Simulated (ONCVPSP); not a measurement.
## Cutoff test, samarium (Sm), ONCV

ONCVPSP 4.0.1 input, shortened (lines: element, Z, core and valence counts, functional; n l f; lmax; l rc ep ncon nbas qcut; lloc lpopt rc5 dvloc0; l nproj debl; icmod fcfact rcfact), PBE, scalar-relativistic:

```
  Sm 62.00   10    4        4      upf
    1    0    2.00
    2    0    2.00
    2    1    6.00
    3    0    2.00
    3    1    6.00
    3    2   10.00
    4    0    2.00
    4    1    6.00
    4    2   10.00
    4    3    5.00
    5    0    2.00
    5    1    6.00
    5    2    1.00
    6    0    1.00
    2
    0    2.40    0.00    4    7    4.60
    1    1.65    0.00    3    7    5.90
    2    3.50    0.00    4    9    4.40
    4    3    1.30    0.00
    0    3    2.70
    1    3    1.20
    2    3    0.70
    0    0.00    0.00
```

**Question.** For each optimised wave give the share of its norm inside rc, the residual kinetic energy above qcut (Ha) and the cutoffs (Ha) for errors of 10, 1, 0.1 and 0.01 mHa per electron.

**Answer.**

```tsv
wave	norm inside rc	residual KE	10 mHa	1 mHa	0.1 mHa	0.01 mHa
5s	0.971	2.1e-05	3.0	7.5	9.3	14.6
6s	0.107	5.5e-05	2.6	7.6	10.0	22.6
s projector 3	0.131	1.3e-03	8.2	11.2	26.2	36.2
5p	0.576	2.2e-04	10.4	14.8	27.2	79.0
p projector 2	0.091	1.1e-04	5.4	13.7	17.5	40.8
p projector 3	0.067	2.7e-04	9.1	15.1	22.4	61.3
5d	0.817	3.1e-07	4.8	6.3	7.4	8.5
d projector 2	0.166	1.3e-06	4.8	6.5	7.9	8.9
d projector 3	0.208	9.9e-06	5.7	7.3	8.6	9.7
```

The occupied waves need 15 Ha and 27 Ha for 1 and 0.1 mHa.
